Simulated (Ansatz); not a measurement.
C3H10Si3, SMILES C=CC1[SiH2][SiH2][SiH2]1.

Geometry optimised at B3LYP-D3(BJ)/def2-SVP. The structure was generated by enumeration, and PubChem lists no compound with its InChIKey, so it may never have been made. One conformer was computed; it need not be the lowest.

Two levels are set side by side: PBE/def2-SVPD (Ansatz, an electronic-structure program) and CAM-B3LYP/def2-SVPD (Ansatz). Energy differences of separate SCF runs at the same geometry; the states with an electron removed or added have multiplicity 2 and 2. Differences are taken from unrounded values.

| quantity | PBE |
|---|---|
| vertical ionisation energy (eV) | 8.33 |
| vertical singlet–triplet gap (eV) | 3.99 |

Question: These are the PBE values. What does CAM-B3LYP give? (The exact figures need the calculation; the answer reports its results.)

Answer: 
| quantity | CAM-B3LYP | PBE minus CAM-B3LYP |
|---|---|---|
| vertical ionisation energy (eV) | 8.66 | -0.33 |
| vertical singlet–triplet gap (eV) | 4.09 | -0.10 |
